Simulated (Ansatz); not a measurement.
Relaxation of C3H8FNSi (14 atoms, charge 0, multiplicity 1), to a largest force component of 0.02 eV/Å in at most 40 steps.

Theory: RKS CAM-B3LYP/STO-3G (Ansatz 0.2.0).

```xyz
14
Properties=species:S:1:pos:R:3
N -2.616 -0.775 0.343
C -1.349 -0.814 -0.012
F -0.851 -2.050 -0.108
C -0.482 0.245 -0.286
C 0.893 0.113 -0.696
Si 2.108 0.788 0.582
H -3.097 0.103 -0.024
H -3.117 -1.571 0.086
H -0.968 1.255 -0.180
H 1.152 -0.921 -0.875
H 1.018 0.671 -1.596
H 2.046 0.018 1.873
H 1.781 2.233 0.850
H 3.467 0.677 0.074
```

**Question.** Where does it end, and by what steps?

**Answer.** The run converged. Limits of this set-up: minimal basis. After 9 steps the energy has fallen by 1.063 eV; H7 moved furthest, 0.20 Å. The start is strongly strained (largest force component 9 eV/Å).

```csv
step,energy less start (eV),largest force component (eV/Å),accepted
0,0.0000,8.660,yes
1,-0.9643,2.219,yes
2,-1.0337,0.505,yes
3,-1.0342,0.727,yes
4,-1.0587,0.160,yes
5,-1.0610,0.062,yes
6,-1.0615,0.081,yes
7,-1.0624,0.025,yes
8,-1.0626,0.032,yes
9,-1.0629,0.016,yes
```

```xyz
14
Properties=species:S:1:pos:R:3
N -2.673 -0.787 0.447
C -1.301 -0.835 -0.057
F -0.842 -2.119 -0.154
C -0.523 0.235 -0.310
C 0.945 0.118 -0.700
Si 2.114 0.821 0.597
H -3.099 0.130 0.171
H -3.231 -1.540 -0.028
H -0.960 1.232 -0.220
H 1.176 -0.942 -0.866
H 1.116 0.637 -1.654
H 1.997 0.083 1.826
H 1.796 2.201 0.848
H 3.472 0.737 0.129
```

Whether the end is a true minimum wasn't checked by a vibrational analysis.

The run took 28 s on 1 thread of Arm Neoverse V2 (shared host), peak memory 0.14 GiB.
